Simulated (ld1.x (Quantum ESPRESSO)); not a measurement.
# Cutoff test, fluorine, PAW

* Element: fluorine (F)
* Generator: ld1.x (Quantum ESPRESSO) 7.5
* Type: PAW
* Functional: LDA (PZ)
* Relativity: scalar-relativistic
* Frozen core: [He]
* Valence charge: 7
* Reference configuration: 2s2 2p5
* Partial waves: 2s (bound): rcut 0.80, rcutus 0.85 bohr; 2s channel at -1.55 Ry: rcut 0.80, rcutus 0.85 bohr; 2p (bound): rcut 0.85, rcutus 1.10 bohr; 2p channel at -0.3 Ry: rcut 0.85, rcutus 1.10 bohr
* Local potential: all-electron potential smoothed inside 0.70 bohr (lloc = -1)
* Core correction: Bessel-smoothed model core, default radius (core density twice the valence density)
* Augmentation charge: PSQ, inside the norm-conserving radii

The pseudo-atom Hamiltonian at the reference potential is diagonalised in spherical Bessel functions j_l(qr) that vanish at 20 bohr, with q² up to the cutoff. All-electron valence levels (Ry): 2s -2.1790, 2p -0.8301.

Problem. How do the lowest levels (Ry) of each channel move with the cutoff, and are there ghosts?

Solution.

```json
{"cutoff (Ry)": "8", "s #1": "-1.9545", "s #2": "0.0000", "p #1": "-0.0147", "d #1": "0.0806", "d #2": "0.1942", "f #1": "0.1210", "f #2": "0.2657", "Σ f·Δε (mRy)": "4526.3"}
{"cutoff (Ry)": "12", "s #1": "-2.1035", "s #2": "-0.0030", "p #1": "-0.0803", "d #1": "0.0806", "d #2": "0.1942", "f #1": "0.1210", "f #2": "0.2657", "Σ f·Δε (mRy)": "3900.2"}
{"cutoff (Ry)": "18", "s #1": "-2.1654", "s #2": "-0.0043", "p #1": "-0.2278", "d #1": "0.0805", "d #2": "0.1942", "f #1": "0.1210", "f #2": "0.2657", "Σ f·Δε (mRy)": "3039.2"}
{"cutoff (Ry)": "25", "s #1": "-2.1763", "s #2": "-0.0045", "p #1": "-0.4608", "d #1": "0.0805", "d #2": "0.1942", "f #1": "0.1210", "f #2": "0.2657", "Σ f·Δε (mRy)": "1851.9"}
{"cutoff (Ry)": "35", "s #1": "-2.1785", "s #2": "-0.0045", "p #1": "-0.7240", "d #1": "0.0805", "d #2": "0.1942", "f #1": "0.1210", "f #2": "0.2657", "Σ f·Δε (mRy)": "531.9"}
{"cutoff (Ry)": "40", "s #1": "-2.1786", "s #2": "-0.0045", "p #1": "-0.7723", "d #1": "0.0805", "d #2": "0.1942", "f #1": "0.1210", "f #2": "0.2657", "Σ f·Δε (mRy)": "290.0"}
{"cutoff (Ry)": "50", "s #1": "-2.1786", "s #2": "-0.0045", "p #1": "-0.8219", "d #1": "0.0805", "d #2": "0.1942", "f #1": "0.1210", "f #2": "0.2657", "Σ f·Δε (mRy)": "41.8"}
{"cutoff (Ry)": "60", "s #1": "-2.1787", "s #2": "-0.0045", "p #1": "-0.8290", "d #1": "0.0805", "d #2": "0.1942", "f #1": "0.1210", "f #2": "0.2657", "Σ f·Δε (mRy)": "6.7"}
{"cutoff (Ry)": "80", "s #1": "-2.1788", "s #2": "-0.0045", "p #1": "-0.8297", "d #1": "0.0805", "d #2": "0.1942", "f #1": "0.1210", "f #2": "0.2657", "Σ f·Δε (mRy)": "2.6"}
{"cutoff (Ry)": "100", "s #1": "-2.1789", "s #2": "-0.0045", "p #1": "-0.8300", "d #1": "0.0805", "d #2": "0.1942", "f #1": "0.1210", "f #2": "0.2657", "Σ f·Δε (mRy)": "1.0"}
{"cutoff (Ry)": "120", "s #1": "-2.1790", "s #2": "-0.0045", "p #1": "-0.8301", "d #1": "0.0805", "d #2": "0.1942", "f #1": "0.1210", "f #2": "0.2657", "Σ f·Δε (mRy)": "0.3"}
{"cutoff (Ry)": "400", "s #1": "-2.1790", "s #2": "-0.0045", "p #1": "-0.8302", "d #1": "0.0805", "d #2": "0.1942", "f #1": "0.1210", "f #2": "0.2657", "Σ f·Δε (mRy)": "0.0"}
```

Result: no extra level below or beside the all-electron valence levels (s, p, d, f tested); 10 mRy is reached at 60 Ry and 1 mRy at 100 Ry.
